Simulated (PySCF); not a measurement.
**Sn²⁺: ionisation energy**

Sn²⁺ [Kr] 4d10 5s2 (1S) → Sn³⁺ [Kr] 4d10 5s1 (2S), as a difference of total energies. All numbers are calculated (PySCF 2.14, a scalar-relativistic core potential, in aug-cc-pwCVDZ-PP with ECP28MDF (6s5p4d1f, 48 functions)). Correlated levels: valence: 4s2 4p6 4d10 frozen. The calculations carry no spin-orbit coupling.

Problem. Order these methods by the ionisation energy they give, lowest first.
A. UHF
B. MP2 (valence)
C. CCSD (valence)
D. SCS-MP2 (valence)

Solution. A (28.538 eV), B (29.184 eV), D (29.313 eV), C (29.460 eV).

Errors of the correlated levels include the incompleteness of this basis and the frozen core.

With two correlated electrons CCSD is exact in that space.

For comparison: 30.506 eV (measured; NIST Atomic Spectra Database, ionization energies).
